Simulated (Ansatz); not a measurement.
This singlet lies 1.86 eV below the relaxed triplet at the level frozen-core CCSD(T)/cc-pVTZ // PBE0-D3(BJ)/def2-TZVP (Ansatz, an electronic-structure program).

Species: H3GeN, SMILES `[NH2][GeH]` (lower singlet) (charge 0, multiplicity 1).

**Question.** Give a relaxed geometry from PBE0-D3(BJ)/def2-TZVP (Ansatz).

**Answer.** This is not unique; one that fits is the end point of this relaxation, one of several conformers (outside a Z-matrix the atoms follow the SMILES, hydrogens last).
Z-matrix (Å, degrees):
```
N
H 1 1.0072
H 1 1.0075 2 112.48
Ge 1 1.8155 2 125.66 3 179.99
H 4 1.6015 1 92.63 2 0.03
```
